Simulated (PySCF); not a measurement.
In(F)(Me)(OMe) (C2H6FInO), SMILES C[O][In]([CH3])[F]. Geometry optimised at PBE0-D3(BJ)/def2-SVP. The structure was generated by enumeration; whether it is a known compound was not checked. The def2 effective core potentials stand for the cores of In; spin–orbit coupling is left out. One conformer was computed; it need not be the lowest.

Computed equilibrium geometry at PBE0-D3(BJ)/def2-SVP (PySCF confirms it by a frequency run) as Cartesian coordinates in Å (one conformer of several):
```xyz
11

In     0.0625     0.0559     0.2871
F     -0.2466    -1.0347     1.8862
C      0.9830     1.9804     0.3982
H      1.9919     1.8618     0.8159
H      0.3861     2.6151     1.0669
H      1.0398     2.4329    -0.5998
O     -0.6364    -0.9660    -1.2711
C     -0.5671    -0.5371    -2.5942
H      0.0985    -1.1903    -3.1914
H     -1.5668    -0.5770    -3.0669
H     -0.1957     0.5011    -2.7263
```
